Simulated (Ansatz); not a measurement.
Reaction (ligand exchange at the Si–N bond): `CN(C)[Si]F` + HCl → `F[Si]Cl` + dimethylamine

Isolated molecules relaxed with PBE0-D4/def2-TZVP in Ansatz; ΔE leaves out vibrations. CCSD(T)/CBS is the MP2 limit (def2-TZVPP, def2-QZVPP) plus CCSD(T) − MP2 in def2-TZVPP, frozen cores. This one scheme is used for every species. DFT in def2-TZVPP. Each species was taken in one conformer, which may not be the lowest.

```csv
level,ΔE (kJ/mol)
revPBE,-24.8
PBE0,-17.7
BHLYP,-18.6
CCSD/def2-TZVPP,-7.9
```

Task: What does CCSD(T)/CBS give? (Estimate.)

Result: Computed: -8.8 kJ/mol. The listed levels differ from it by -16.0, -8.9, -9.8, 0.9 kJ/mol.

Largest T1 diagnostic among the species: 0.014.

The D4 term adds +8.5 kJ/mol with B3LYP and +4.7 kJ/mol with PBE0; it sums over pairs of atoms, weighted by their polarisabilities, and B3LYP, whose exchange is more repulsive, gets the larger term. At CCSD(T), def2-SVP lies +9.4 kJ/mol from the extrapolated value and def2-TZVPP +3.3 kJ/mol. From BLYP to BHLYP (50 % exact exchange), in def2-TZVPP and without D4, ΔE moves by +3.6 kJ/mol.

B3LYP here is the variant with VWN-RPA as its local correlation; programs differ in this.
